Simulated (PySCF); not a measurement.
# A search over the determinants of LiI

Unrestricted PBE0; PySCF, scalar-relativistic core potentials, basis sets Li def2-TZVPP, I def2-TZVPP with ECP28. Outer shells of the fragments: Li 2s1; I 4d10 5s2 5p5.

Followed along the bond (rough minima from three points):

```
2Ms+1  unpaired  ⟨S²⟩ at the start  R at minimum (Å)  Te (eV)
    1      none               0.00              2.40     0.00
    3  σ ↑, π ↑               2.00  none in the scan   ≤ 3.76
```

Solutions found at the starting distance of 2.595 Å, counted from the lowest of them; the search is not exhaustive and high or unbound solutions are not listed, so other states can lie among these:

```
2Ms+1  unpaired   term  E (eV)  ⟨S²⟩  ⟨Lz²⟩  μ (D)
    1      none    ¹Σ⁺    0.00  0.00   0.00  -8.07
    3  σ ↑, π ↑     ³Π    3.76  2.00   1.01   4.06
    1  σ ↓, π ↑  mixed    3.78  1.00   1.01   4.20
    3      σ ↑↑    ³Σ⁺    4.27  2.00   0.00   3.81
    3      π ↑↑  mixed    5.01  2.00   2.01   1.02
    3      π ↑↑  mixed    5.15  2.00   2.01   1.23
    3  σ ↑, π ↑     ³Π    5.61  2.00   1.00   0.89
```

A term symbol is given only where ⟨S²⟩ and ⟨Lz²⟩ are close to those of a pure state; real π, δ and φ orbitals otherwise mix terms. A positive dipole means Li(−)I(+).

The measured ground state is X ¹Σ+ (Huber and Herzberg, Constants of Diatomic Molecules (1979)).

Spin–orbit coupling is left out. Counting both spins, an empty level lies below a filled one in some of these solutions, because spin and occupation are held.
